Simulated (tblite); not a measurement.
C5H6AlClO2.
Numbering: `[CH2:1]=[CH:2][Al@@H-:3]1[O:4][C:5]([Cl:6])=[CH:7][CH:8]=[O+:9]1` (hydrogens: H10, H11 on C1; H12 on C2; H13 on Al3; H14 on C7; H15 on C8)
Bond orders are those of one Lewis drawing.

Computed with GFN2-xTB (tblite), gas phase: L-BFGS steps from a force-field or distance-geometry start until the largest atomic force falls under 0.01 eV/Å.

Step 8: E = -749.5827 eV
```
atom  x, y, z in Å  |  force x, y, z in eV/Å
C1      2.6954    0.3626   -0.8859    0.008  -0.023   0.012
C2      2.0630   -0.7847   -0.6321    0.136  -0.019   0.092
Al3     0.5569   -0.8015    0.6369    0.164  -0.274   0.059
O4     -0.9897   -1.3902   -0.2486   -0.106   0.025   0.015
C5     -1.9853   -0.7263   -0.5803   -0.270   0.178  -0.008
Cl6    -3.2786   -1.5302   -1.4156    0.093  -0.224  -0.031
C7     -2.2099    0.6353   -0.3453    0.040  -0.053   0.027
C8     -1.2317    1.3407    0.3203   -0.259   0.029  -0.076
O9     -0.1516    0.8246    0.7364    0.036   0.373   0.188
H10     2.3089    1.3097   -0.5365   -0.126   0.052  -0.006
H11     3.6186    0.4415   -1.4399    0.140  -0.060  -0.104
H12     2.5548   -1.6906   -0.9807    0.066  -0.007  -0.153
H13     0.5798   -1.5006    2.0086   -0.183   0.036  -0.104
H14    -3.1235    1.1114   -0.6607    0.102  -0.091  -0.024
H15    -1.4115    2.4061    0.4958    0.160   0.058   0.114
```

Step 9: E = -749.5978 eV
```
atom  x, y, z in Å  |  force x, y, z in eV/Å
C1      2.6986    0.3656   -0.8885    0.058  -0.017  -0.007
C2      2.0748   -0.7869   -0.6347    0.044  -0.062   0.115
Al3     0.5594   -0.8085    0.6346    0.122  -0.179   0.107
O4     -0.9899   -1.3823   -0.2418   -0.154   0.062   0.002
C5     -1.9896   -0.7213   -0.5756   -0.190  -0.097  -0.087
Cl6    -3.2729   -1.5425   -1.4176    0.116  -0.166   0.007
C7     -2.2152    0.6349   -0.3484   -0.052   0.196   0.076
C8     -1.2374    1.3411    0.3210   -0.078   0.052   0.004
O9     -0.1551    0.8327    0.7434   -0.010   0.222   0.105
H10     2.3028    1.3136   -0.5378   -0.031  -0.087  -0.056
H11     3.6263    0.4394   -1.4432    0.020  -0.001  -0.045
H12     2.5614   -1.6964   -0.9922    0.053   0.110  -0.096
H13     0.5654   -1.5053    2.0173   -0.160   0.074  -0.197
H14    -3.1303    1.1155   -0.6652    0.201  -0.151   0.009
H15    -1.4028    2.4084    0.5011    0.060   0.043   0.064
```

Step 10: E = -749.6074 eV
```
atom  x, y, z in Å  |  force x, y, z in eV/Å
C1      2.7019    0.3669   -0.8905    0.043  -0.067   0.001
C2      2.0830   -0.7896   -0.6346    0.029  -0.012   0.097
Al3     0.5635   -0.8158    0.6352    0.020  -0.036   0.072
O4     -0.9934   -1.3752   -0.2371   -0.063   0.023   0.033
C5     -1.9952   -0.7188   -0.5737   -0.147  -0.126  -0.102
Cl6    -3.2665   -1.5536   -1.4184    0.085  -0.134   0.006
C7     -2.2197    0.6361   -0.3496   -0.002   0.236   0.121
C8     -1.2418    1.3431    0.3222    0.032   0.014   0.041
O9     -0.1580    0.8408    0.7495   -0.007   0.060   0.049
H10     2.2985    1.3143   -0.5400    0.030  -0.149  -0.075
H11     3.6317    0.4384   -1.4460   -0.055   0.029  -0.014
H12     2.5671   -1.6980   -1.0016    0.053   0.141  -0.058
H13     0.5526   -1.5073    2.0196   -0.137   0.065  -0.195
H14    -3.1319    1.1161   -0.6683    0.144  -0.112  -0.006
H15    -1.3963    2.4105    0.5056   -0.024   0.068   0.029
```

Step 11: E = -749.6143 eV
```
atom  x, y, z in Å  |  force x, y, z in eV/Å
C1      2.7050    0.3660   -0.8921    0.029  -0.069   0.007
C2      2.0896   -0.7919   -0.6329    0.018   0.003   0.074
Al3     0.5676   -0.8217    0.6375   -0.085   0.092  -0.013
O4     -0.9971   -1.3689   -0.2324   -0.035   0.017   0.035
C5     -2.0022   -0.7171   -0.5735   -0.008  -0.093  -0.035
Cl6    -3.2595   -1.5649   -1.4188    0.038  -0.102  -0.006
C7     -2.2226    0.6393   -0.3484    0.024   0.108   0.097
C8     -1.2445    1.3452    0.3240    0.097   0.037   0.077
O9     -0.1609    0.8467    0.7547    0.041  -0.065   0.027
H10     2.2961    1.3117   -0.5434    0.055  -0.142  -0.063
H11     3.6351    0.4388   -1.4484   -0.086   0.033  -0.010
H12     2.5729   -1.6963   -1.0103    0.054   0.117  -0.025
H13     0.5392   -1.5076    2.0177   -0.114   0.032  -0.140
H14    -3.1314    1.1153   -0.6710    0.048  -0.034  -0.026
H15    -1.3918    2.4134    0.5096   -0.076   0.066   0.002
```

Question: Estimate the geometry and energy of step 12. (The exact step hangs on the optimiser's Hessian estimate; all steps are aligned on step 11, rigid shifts and turns removed.)

Answer: E = -749.6186 eV, largest force 0.216 eV/Å
```
atom  x, y, z in Å  |  force x, y, z in eV/Å
C1      2.7074    0.3639   -0.8929    0.012  -0.051   0.011
C2      2.0936   -0.7936   -0.6304    0.009  -0.005   0.049
Al3     0.5690   -0.8239    0.6390   -0.127   0.155  -0.081
O4     -1.0004   -1.3644   -0.2288    0.026  -0.023   0.042
C5     -2.0066   -0.7166   -0.5738    0.049   0.007   0.024
Cl6    -3.2540   -1.5739   -1.4190    0.004  -0.072  -0.016
C7     -2.2237    0.6421   -0.3460    0.045  -0.015   0.061
C8     -1.2450    1.3475    0.3264    0.101   0.017   0.077
O9     -0.1619    0.8487    0.7584    0.051  -0.090   0.015
H10     2.2959    1.3073   -0.5468    0.045  -0.084  -0.032
H11     3.6358    0.4400   -1.4502   -0.071   0.019  -0.027
H12     2.5777   -1.6929   -1.0161    0.053   0.065  -0.004
H13     0.5285   -1.5071    2.0136   -0.099   0.000  -0.079
H14    -3.1302    1.1144   -0.6732   -0.012   0.024  -0.033
H15    -1.3905    2.4163    0.5121   -0.084   0.052  -0.006
```

The energy changes by -0.0042 eV. The first-order estimate −F·Δx gives -0.0059 eV and the mean of the old and new forces, exact on a quadratic surface, -0.0042 eV. The step makes an angle of 55° with the force vector and moves no atom by more than 0.011 Å.

The cost below is that of the whole relaxation. Hardware: one thread, Arm Neoverse N1 (aarch64) (shared host). Cost: 2.2 s wall.
